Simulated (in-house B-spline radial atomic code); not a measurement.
Zr⁶⁺: [Ar] 3d10 4s2 4p4

Method: Dirac-Kohn-Sham wB97X, spherical fractional occupations, Fermi nucleus of rms radius 4.2694 fm. Calculated with a radial B-spline atomic code at the basis-set limit.

Screening seen three ways: the hydrogenic charge with the same mean radius, Z_r = [3n² - l(l+1)]/(2<r>), the one with the same energy, Z_e = n√(-2ε), and Slater's rules. Values are occupation-weighted means over j. An effective charge above Z reflects the relativistic contraction of the inner shells.

| shell | electrons | ε (eV) | <r> (bohr) | Z_r | Z_e | Slater |
| --- | --- | --- | --- | --- | --- | --- |
| 1s | 2 | -17955 | 0.03706 | 40.48 | 36.33 | 39.70 |
| 2s | 2 | -2575.8 | 0.1622 | 36.99 | 27.52 | 35.85 |
| 2p | 6 | -2306.7 | 0.1416 | 35.32 | 26.04 | 35.85 |
| 3s | 2 | -500.13 | 0.457 | 29.54 | 18.19 | 28.75 |
| 3p | 6 | -411.76 | 0.4604 | 27.15 | 16.50 | 28.75 |
| 3d | 10 | -266.38 | 0.4499 | 23.34 | 13.27 | 18.85 |
| 4s | 2 | -135.98 | 1.15 | 20.86 | 12.65 | 12.95 |
| 4p | 4 | -107.92 | 1.249 | 18.41 | 11.27 | 12.95 |

The least bound orbital is 4p3/2 at -107.2 eV, and it is also the most diffuse (<r> = 1.256 bohr).

Spin-orbit splittings of the orbital energies (j = l + 1/2 above j = l - 1/2 when positive): 2p 85.98 eV, 3p 13.83 eV, 3d 2.534 eV, 4p 2.196 eV.

For the 1s electron the small component carries 2.12 % of the norm, the zero-frequency Breit interaction raises the level by 33.1 eV, self-energy by 17.94 eV, and vacuum polarisation lowers it by 2.002 eV.

Caution: exact exchange at fractional occupations of open shells leaves self-interaction of up to several eV.
